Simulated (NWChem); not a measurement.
C$_{2}$H$_{2}$BrCl; SMILES C=C(Cl)Br

```xyz
6

C     -1.8136     0.8044     0.0000
C     -0.5030     0.5711     0.0000
Cl     0.6706     1.8299     0.0000
Br     0.2110    -1.1713     0.0000
H     -2.5249    -0.0223     0.0000
H     -2.1849     1.8309     0.0000
```
Atoms are numbered in this order, from 1.

Structure relaxed at the PBE0/def2-SVP level. B3LYP is NWChem's, with the RPA form of VWN correlation.

Spin-orbit effects, on the heavy nuclei and on their neighbours, are missing.

Question: Give the principal values of the shielding tensors (ppm) of C1, C2, Cl3, Br4 from B3LYP/6-31G* (spherical d), GIAO (NWChem), with their diamagnetic and paramagnetic parts as GIAO splits them.

Answer: 
```csv
atom,σ11,σ22,σ33,isotropic,diamagnetic,paramagnetic
C1,-22.5,102.8,139.7,73.3,258.9,-185.5
C2,-22.4,84.6,94.6,52.3,258.2,-205.9
Cl3,408.7,453.4,981.3,614.5,1146.1,-531.6
Br4,1266.7,1501.2,2902.2,1890.1,3120.3,-1230.2
```
